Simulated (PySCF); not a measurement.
**Radial density of B (boron, neutral)**

UHF, [He] 2s1 2p1 3s1, high-spin 4P determinant (an excited configuration). All numbers are calculated (PySCF 2.14, scalar relativity by spin-free X2C-1e, in aug-cc-pVTZ-DK (5s4p3d2f, 46 functions)).

```json
{"r (bohr)": "0.00612", "4πr²ρ (e/bohr)": "0.03206", "4πr²(ρα − ρβ)": "0.0009"}
{"r (bohr)": "0.0103", "4πr²ρ (e/bohr)": "0.08702", "4πr²(ρα − ρβ)": "0.0025"}
{"r (bohr)": "0.0173", "4πr²ρ (e/bohr)": "0.2273", "4πr²(ρα − ρβ)": "0.0065"}
{"r (bohr)": "0.0291", "4πr²ρ (e/bohr)": "0.5701", "4πr²(ρα − ρβ)": "0.0162"}
{"r (bohr)": "0.0490", "4πr²ρ (e/bohr)": "1.320", "4πr²(ρα − ρβ)": "0.0373"}
{"r (bohr)": "0.0824", "4πr²ρ (e/bohr)": "2.688", "4πr²(ρα − ρβ)": "0.0745"}
{"r (bohr)": "0.139", "4πr²ρ (e/bohr)": "4.390", "4πr²(ρα − ρβ)": "0.1158"}
{"r (bohr)": "0.233", "4πr²ρ (e/bohr)": "5.021", "4πr²(ρα − ρβ)": "0.1161"}
{"r (bohr)": "0.392", "4πr²ρ (e/bohr)": "3.245", "4πr²(ρα − ρβ)": "0.0845"}
{"r (bohr)": "0.660", "4πr²ρ (e/bohr)": "1.131", "4πr²(ρα − ρβ)": "0.3399"}
{"r (bohr)": "1.11", "4πr²ρ (e/bohr)": "1.065", "4πr²(ρα − ρβ)": "1.0232"}
{"r (bohr)": "1.87", "4πr²ρ (e/bohr)": "0.9532", "4πr²(ρα − ρβ)": "0.9530"}
{"r (bohr)": "3.14", "4πr²ρ (e/bohr)": "0.2608", "4πr²(ρα − ρβ)": "0.2608"}
{"r (bohr)": "5.28", "4πr²ρ (e/bohr)": "0.2394", "4πr²(ρα − ρβ)": "0.2394"}
{"r (bohr)": "8.88", "4πr²ρ (e/bohr)": "0.05043", "4πr²(ρα − ρβ)": "0.0504"}
{"r (bohr)": "14.9", "4πr²ρ (e/bohr)": "3.231e-05", "4πr²(ρα − ρβ)": "0.0000"}
```

Densities and radii are taken from the X2C orbitals without a picture-change correction, which distorts them close to the nucleus.

The outer electron is Rydberg-like, and this basis confines it to a smaller radius and binds it less than a complete one would.
